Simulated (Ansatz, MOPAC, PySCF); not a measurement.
Dimer: N2 (SMILES N#N) (first 2 atoms) with CH2O (SMILES C=O); geometry from B3LYP-D3(BJ)/def2-TZVP, rigid monomers moved along the line of their centres of mass till N2···C3 is 2.87 Å.
(charge 0, multiplicity 1):
| atom | x (Å) | y (Å) | z (Å) |
|---|---|---|---|
| N | -0.3431 | 0.1055 | -0.8559 |
| N | 0.2646 | -0.0814 | 0.0303 |
| C | 0.5551 | -0.2334 | 2.8805 |
| O | -0.4907 | 0.0354 | 3.4020 |
| H | 0.8238 | -1.2701 | 2.6006 |
| H | 1.3122 | 0.5398 | 2.6471 |

Interaction energies are E(AB) − E(A) − E(B) at the monomers' geometry in the complex; basis-set methods are counterpoise corrected. Rows marked so take none.

Cores are frozen in the correlated methods. CBS(a, b) extrapolates the correlation energy as X⁻³ and adds the Hartree–Fock energy of set b. Rows in 3-21G, 6-31G*, STO-3G carry no dispersion term and start afresh at each structure (6-31G* with six Cartesian d functions). MP2/6-31G* freezes PySCF's default core. The state that PM7 reach isn't checked; PM7 holds dispersion and hydrogen-bond terms.

Codes used: Ansatz (Gaussian basis) for Hartree–Fock, density functionals and correlated methods; MOPAC for PM7 (differences of heats of formation); PySCF for 3-21G rows, 6-31G* rows, STO-3G rows, the dispersion terms. Values without a source in brackets are computed.

```csv
level,interaction energy (meV)
PM7,-40.1
HF/STO-3G (no counterpoise),25.6
HF/3-21G (no counterpoise),-16.4
PBE/def2-TZVPPD,2.9
PBE-D3(BJ)/def2-TZVPPD,-26.0
B3LYP/6-31G* (no counterpoise),2.0
MP2/6-31G*,5.6
CCSD(T)/aug-cc-pVDZ,-1.2
"CCSD(T)/CBS(aug-cc-pVDZ, aug-cc-pVTZ)",…
```

Q: What belongs in the gaps?

A: 
- CCSD(T)/CBS(aug-cc-pVDZ, aug-cc-pVTZ), interaction energy (meV): -15.6

Ansatz is a first-principles code.
